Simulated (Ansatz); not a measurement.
Basis sets compared for the cluster Li7Al3⁺. Charge 1, multiplicity 2. Geometry PBE0-D4/def2-SVP. Ansatz on 4 threads of Arm Neoverse V1 on a shared host; times are rough, and most runs start from earlier orbitals.

```xyz
10

Li   -0.409    1.393   -2.050
Li   -1.143   -1.047    2.492
Li    2.419   -1.249    0.564
Li   -1.912    2.004    1.056
Li   -0.383   -2.523   -0.727
Li    1.195    1.637    1.712
Li   -2.868   -0.547   -0.479
Al    1.356   -0.833   -2.011
Al    2.137    1.174   -0.825
Al   -0.392   -0.008    0.268
```

Another isomer (doublet) lies 0.48 eV lower at PBE0-D4/def2-TZVP; other spin states weren't run for this one.

```json
{"level": "PBE-D4/def2-SVP", "functions": "117", "energy (Eh)": "-779.0137", "HOMO (eV)": "-6.16", "LUMO (eV)": "-5.80", "wall time": "5.5 s"}
{"level": "PBE0-D4/def2-SVP", "functions": "117", "energy (Eh)": "-779.1048", "HOMO (eV)": "-6.65", "LUMO (eV)": "-5.13", "wall time": "11 s"}
```

Estimate the rows for PBE-D4/def2-TZVP (with forces), PBE0-D4/def2-TZVP.


```
                         level  functions  energy (Eh)  HOMO (eV)  LUMO (eV)  wall time
PBE-D4/def2-TZVP (with forces)        209    -779.3080      -6.20      -5.82       10 s
             PBE0-D4/def2-TZVP        209    -779.3937      -6.69      -5.15       27 s
```
